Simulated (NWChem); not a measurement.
C4H6Si; SMILES C#CC(=C)[SiH3]

```xyz
11

C      0.7663     2.3982     0.0000
C      0.1548     1.3519     0.0000
C     -0.4817     0.0744     0.0000
C     -1.8247    -0.0498     0.0000
Si     0.6430    -1.4441     0.0000
H      1.2775     3.3337     0.0000
H     -2.4815     0.8175     0.0000
H     -2.3036    -1.0250     0.0000
H      1.5137    -1.4475    -1.2051
H      1.5137    -1.4475     1.2051
H     -0.2101    -2.6629     0.0000
```
Atoms are numbered in this order, from 1.

Computed with NWChem. Medium grid unless said otherwise, to which SCAN and Minnesota functionals are sensitive. Geometry: optimised at B3LYP/6-31G* (spherical d).

### Question
Order these by “orbital gap (eV)”, lowest first: r2SCAN/def2-SVP; MN15/def2-SVP; B3LYP/def2-SVP; LDA (Slater exchange, VWN5)/def2-SVP.

### Answer
LDA (Slater exchange, VWN5)/def2-SVP (4.04), r2SCAN/def2-SVP (4.40), B3LYP/def2-SVP (5.65), MN15/def2-SVP (7.33)
